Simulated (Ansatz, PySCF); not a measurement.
Gas-phase reaction in SMILES: [SeH2] (H2Se) → [SeH-] + H+
Each molecule is optimised on its own at B3LYP-D3(BJ)/def2-TZVP (Ansatz, an electronic-structure program).
Geometry of the first species:
```
Se
H 1 1.4704
H 1 1.4704 2 91.29
```

Quantity: gas-phase deprotonation energy (enthalpy at 298 K, with B3LYP-D3(BJ) rigid-rotor harmonic-oscillator terms from PySCF), in kJ/mol. Valence correlation only, unless marked. Spin-orbit coupling is left out. Frozen are the shells of the preceding noble gas and the d and f shells that filled before the atom's block. No relativistic terms. Anions need diffuse functions: aug- sets have them; def2-D sets add few; the other sets have none. CBS marks a two-point X^-3 extrapolation of the correlation energy; Hartree-Fock from the larger set.

CCSD(T)/CBS(aug-cc-pVTZ,aug-cc-pVQZ) (Ansatz) gives 1425.6 kJ/mol.

Question: Another calculation gave 1434.2 kJ/mol. Which level was it?
(A) M06-L/def2-TZVPD (PySCF)
(B) SVWN5/def2-TZVPD (Ansatz)
(C) BLYP/def2-TZVPD (Ansatz)
(D) wB97X-V/def2-TZVPD (Ansatz)

Answer: D, wB97X-V/def2-TZVPD (Ansatz). The others give 1421.9 (BLYP), 1395.4 (SVWN5), 1453.8 (M06-L) kJ/mol.
